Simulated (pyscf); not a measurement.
:C=CH–CH₂–F [singlet] → cyclic C₃H₃F (SMILES FC1C=C1) (rearrangement; singlet surface; C–H broken, C–C, C–H formed). Optimised with ωB97X-D3(BJ)/def2-SVP in PySCF. Correlated levels are frozen-core, on RHF or UHF. ΔMP2 is the change of the MP2 total energy from the triple- to the quadruple-zeta basis. Energies in eV from the reactant's lowest minimum found.

| level | barrier | reaction energy |
|---|---|---|
| ωB97X-D3(BJ)/def2-TZVP | 0.48 | -1.63 |
| PBE/def2-TZVP | 0.11 | -1.85 |
| r²SCAN/def2-TZVP | 0.20 | -1.78 |
| B3LYP-D3(BJ)/def2-TZVP | 0.51 | -1.53 |
| ωB97M-D3(BJ)/def2-TZVP | 0.48 | -1.53 |
| CCSD/def2-TZVPP | 0.61 | -1.45 |
| CCSD(T)/def2-TZVPP + ΔMP2(QZVPP) | 0.46 | -1.56 |

:C=CH–CH₂–F [singlet] lies 1.95 eV over its isomer H₂C=C=CH–F (electronic energy, ωB97M-D3(BJ)/def2-TZVP). cyclic C₃H₃F (SMILES FC1C=C1) lies 0.42 eV over its isomer H₂C=C=CH–F (electronic energy, ωB97M-D3(BJ)/def2-TZVP). One saddle was located; it need not be the lowest between these sides. The CCSD(T) − MP2 part came from Ansatz, without density fitting, on the same reference.
